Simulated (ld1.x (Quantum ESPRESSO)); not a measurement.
# An all-electron radial function and its pseudo partner (nitrogen (N))

Columns: radius, all-electron u(r) and pseudo u(r) of the 2s shell (level -18.56 eV) of nitrogen in the configuration [He] 2s2 2p3; PBE, non-relativistic, RRKJ scheme, ld1.x (Quantum ESPRESSO) 7.5.

```csv
r (bohr),all-electron,pseudo
0.098,0.3805,-0.0318
0.195,0.3025,-0.0987
0.292,0.0716,-0.2098
0.390,-0.1864,-0.3489
0.488,-0.4155,-0.4913
0.585,-0.5966,-0.6217
0.682,-0.7300,-0.7339
0.780,-0.8200,-0.8200
0.878,-0.8719,-0.8719
0.975,-0.8932,-0.8932
1.072,-0.8915,-0.8915
1.170,-0.8724,-0.8724
1.268,-0.8409,-0.8409
1.365,-0.8016,-0.8016
1.463,-0.7566,-0.7566
1.560,-0.7093,-0.7093
1.658,-0.6604,-0.6604
1.755,-0.6123,-0.6123
1.852,-0.5652,-0.5652
1.950,-0.5196,-0.5196
2.047,-0.4765,-0.4765
2.145,-0.4356,-0.4356
2.242,-0.3976,-0.3976
2.340,-0.3619,-0.3619
2.438,-0.3288,-0.3288
2.535,-0.2987,-0.2987
```

(1) How many radial nodes do the two functions have?

(2) At about which radius was the pseudo-wave matched?

(3) Where does each function peak?

(4) Is the pseudo-wave norm-conserving?

Answers

(1) The all-electron 2s function has n − l − 1 = 1; the pseudo-wave has 0, since the states of the same l below it are removed with the core.

(2) 0.80 bohr, where the columns begin to agree (steps of 0.10 bohr).

(3) Outermost all-electron maximum near 0.97 bohr, pseudo maximum near 0.97 bohr (to the table’s step).

(4) Yes: the RRKJ scheme keeps the norm inside the radius equal to the all-electron one, which fixes the energy derivative of the logarithmic derivative at the level.
